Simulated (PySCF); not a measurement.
Several structures and their simulated spectra, in scrambled order.

A. `C#C[C@@H](C(C)=O)C(F)(F)F`
B. SMILES C1=CCC(C(F)F)=C(F)O1
C. `InChI=1S/C6H5F3O/c7-5-3-4(6(8)9)1-2-10-5/h1-4,6H/t4-/m1/s1`

Spectrum 1. $^{1}$H NMR (300 MHz, computed): δ 3.88 (m, 1H), 2.60 (s, 3H), 2.02 (d, 1H). $^{13}$C{$^{1}$H} NMR (computed): δ 199.9 (C), 133.7 (C), 84.7 (CH), 79.4 (C), 55.1 (CH), 28.2 (CH3).

Spectrum 2. $^{1}$H NMR (300 MHz, computed): δ 6.67 (m, 1H), 5.75 (m, 1H), 5.24 (m, 1H), 4.22 (m, 1H), 3.57 (m, 1H). $^{13}$C{$^{1}$H} NMR (computed): δ 169.8 (C), 149.5 (CH), 122.4 (CH), 105.0 (CH), 76.1 (CH), 44.3 (CH).

Spectrum 3. $^{1}$H NMR (300 MHz, computed): δ 6.95 (m, 1H), 6.42 (m, 1H), 5.19 (m, 1H), 3.30 (m, 2H). $^{13}$C{$^{1}$H} NMR (computed): δ 166.3 (C), 146.2 (CH), 117.4 (CH), 111.4 (CH), 87.5 (C), 22.7 (CH2).

Theory: GFN2-xTB geometry, σ from GIAO-PBE0/pcSseg-1, in PySCF 2.14.0 with density-fitted response routines (non-relativistic Hamiltonian, rapidly exchanging positions averaged, one conformer, no solvent).

δ = σ(ref) − σ, references computed at the same level: $^{1}$H (σref 31.72), $^{13}$C (σref 186.93) vs TMS. Splittings of carbon signals by F and P are missing where no couplings were computed. Where no couplings were computed, multiplicities follow the n + 1 count of equivalent neighbours, and m marks all less simple cases (inequivalent or close neighbours, rings, F or P nearby). Shifts are as computed. Against solution values, carbons near 30 ppm lie about +3 ppm off and those near 130 ppm about +5 ppm. Of 1211 compounds with measured shifts, 218 miss one by over three times the rms of a fit or turn the order of signals round; such compounds aren't used in these exercises.

Question: Which spectrum belongs to which compound?

Answer: 1–A, 2–C, 3–B.

- Spectrum 1 (A): 6 $^{13}$C signals; δC 199.9 is a ketone carbonyl carbon; δC 133.7 is a CF3 carbon.
- Spectrum 2 (C): 6 $^{13}$C signals; δC 169.8 is an alkene carbon bearing oxygen; δC 149.5 is an alkene carbon bearing oxygen.
- Spectrum 3 (B): 6 $^{13}$C signals; δC 166.3 is an alkene carbon bearing oxygen; δC 146.2 is an alkene carbon bearing oxygen.
